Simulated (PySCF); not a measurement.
# Molecular orbitals of SeN

r²SCAN at R = 1.645 Å; PySCF, spin-free X2C with a Gaussian nucleus, basis sets Se x2c-TZVPPall, N x2c-TZVPPall. State: ²Π (doublet), unpaired electrons π ↑. Only the outer orbitals are listed, counted within each symmetry.

```json
{"spin": "α", "orbital": "8σ", "occ.": "1", "ε (eV)": "-23.56", "on Se (%)": "41", "main shells (%)": "52 N s, 34 Se s"}
{"spin": "α", "orbital": "9σ", "occ.": "1", "ε (eV)": "-16.06", "on Se (%)": "68", "main shells (%)": "58 Se s, 30 N s, 10 Se p"}
{"spin": "α", "orbital": "4π", "occ.": "1", "ε (eV)": "-9.56", "on Se (%)": "45", "main shells (%)": "54 N p, 44 Se p"}
{"spin": "α", "orbital": "4π", "occ.": "1", "ε (eV)": "-9.30", "on Se (%)": "53", "main shells (%)": "51 Se p, 46 N p"}
{"spin": "α", "orbital": "10σ", "occ.": "1", "ε (eV)": "-9.26", "on Se (%)": "34", "main shells (%)": "51 N p, 32 Se p, 15 N s"}
{"spin": "α", "orbital": "5π", "occ.": "1", "ε (eV)": "-5.28", "on Se (%)": "60", "main shells (%)": "56 Se p, 40 N p"}
{"spin": "α", "orbital": "5π", "occ.": "0", "ε (eV)": "-4.75", "on Se (%)": "53", "main shells (%)": "49 Se p, 47 N p"}
{"spin": "α", "orbital": "11σ", "occ.": "0", "ε (eV)": "0.23", "on Se (%)": "94", "main shells (%)": "71 Se p, 18 N p, 16 Se d"}
{"spin": "α", "orbital": "12σ", "occ.": "0", "ε (eV)": "4.87", "on Se (%)": "23", "main shells (%)": "52 N s, 36 Se p, 26 Se d"}
{"spin": "β", "orbital": "8σ", "occ.": "1", "ε (eV)": "-22.92", "on Se (%)": "49", "main shells (%)": "43 N s, 41 Se s"}
{"spin": "β", "orbital": "9σ", "occ.": "1", "ε (eV)": "-15.29", "on Se (%)": "65", "main shells (%)": "52 Se s, 34 N s, 12 Se p"}
{"spin": "β", "orbital": "4π", "occ.": "1", "ε (eV)": "-9.08", "on Se (%)": "61", "main shells (%)": "59 Se p, 38 N p"}
{"spin": "β", "orbital": "10σ", "occ.": "1", "ε (eV)": "-8.78", "on Se (%)": "33", "main shells (%)": "49 N p, 31 Se p, 18 N s"}
{"spin": "β", "orbital": "4π", "occ.": "1", "ε (eV)": "-8.23", "on Se (%)": "65", "main shells (%)": "63 Se p, 34 N p"}
{"spin": "β", "orbital": "5π", "occ.": "0", "ε (eV)": "-4.30", "on Se (%)": "46", "main shells (%)": "54 N p, 41 Se p"}
{"spin": "β", "orbital": "5π", "occ.": "0", "ε (eV)": "-3.16", "on Se (%)": "43", "main shells (%)": "57 N p, 37 Se p"}
{"spin": "β", "orbital": "11σ", "occ.": "0", "ε (eV)": "0.61", "on Se (%)": "90", "main shells (%)": "67 Se p, 19 N p, 18 Se d"}
```

Problem. Which are the highest filled and the lowest empty level, where do they sit, and how wide is the gap?

Solution. Highest filled α 5π at -5.28 eV (in %: 56 Se p, 40 N p); lowest empty α 5π at -4.75 eV (in %: 49 Se p, 47 N p); the gap at r²SCAN is 0.53 eV. Both belong to one degenerate shell, split only by its one-sided filling, so this is no excitation gap.

| Quantity | Value |
| --- | --- |
| bond order (Mayer) | 2.41 |
| ⟨S²⟩ | 0.763 |
| charge on Se (Mulliken, basis-dependent) | 0.26 |
| charge on Se (Löwdin, basis-dependent) | 0.36 |
| dipole moment (positive dipole means Se(−)N(+)) | -2.07 D |

Spin–orbit coupling is left out. The state is the lowest determinant that a PBE0 search found; another state may lie lower at other levels.
